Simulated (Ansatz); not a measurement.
C₂H₆BrInO₂, singlet, geometry from GFN2-xTB (such geometries of metal compounds can be far from the true shape) (core potentials on In); CAM-B3LYP/def2-SVPD (Ansatz, an electronic-structure program).

Here is a job for Ansatz.
Ansatz 0.2 input:
```yaml
crystal:
  periodic: [false, false, false]
  atoms:
    - {symbol: In, position_ang: [-0.01549783, -0.40426882, -0.03295787]}
    - {symbol: Br, position_ang: [0.61789904, 1.88075733, 0.70865880]}
    - {symbol: O, position_ang: [-1.48994873, -0.53313106, -1.40578911]}
    - {symbol: C, position_ang: [-2.25470550, 0.57420363, -1.79687884]}
    - {symbol: H, position_ang: [-1.70085199, 1.51987147, -1.74574820]}
    - {symbol: H, position_ang: [-2.54249630, 0.40964918, -2.83988519]}
    - {symbol: H, position_ang: [-3.15762463, 0.66331307, -1.18435602]}
    - {symbol: O, position_ang: [0.94069126, -2.07994709, 0.52539670]}
    - {symbol: C, position_ang: [0.52400750, -3.34432851, 0.08030902]}
    - {symbol: H, position_ang: [0.45266136, -3.40150994, -1.01182558]}
    - {symbol: H, position_ang: [1.29549029, -4.04467425, 0.41706994]}
    - {symbol: H, position_ang: [-0.43600334, -3.63860930, 0.51918141]}
basis:
  gaussian:
    orbitals: def2-SVPD
hamiltonian:
  xc: cam_b3lyp
```

Question: Write the output that Ansatz gives for this input, abridged.

Answer: 
```
Functional definition: CAM-B3LYP
1950 factors; their error is unknown
711 factors; integrals over basis functions are off by at most 2.7e-5 eV
mean field evaluation 1: about -81464.5386 eV, gradient 7.1e1 eV
mean field evaluation 2: about -81442.9658 eV, gradient 1.3e2 eV
mean field evaluation 4: about -81474.6239 eV, gradient 5.6e0 eV
mean field evaluation 8: about -81474.8237 eV, gradient 2.2e-1 eV
mean field evaluation 16: about -81474.8238 eV, gradient 4.3e-5 eV
mean field -81474.82378659 eV, -2994.1445485380 hartree, gradient 4.3e-5 eV, S^2 0.000000; 0 other end points of the search recorded, 0 dependent functions left out
reference -81474.82394389 eV, -2994.1445543187 hartree; 45, 45 occupied and 162, 162 virtual orbitals, 1950 factors
Total energy: -81474.82394389 eV, -2994.1445543187 hartree
```
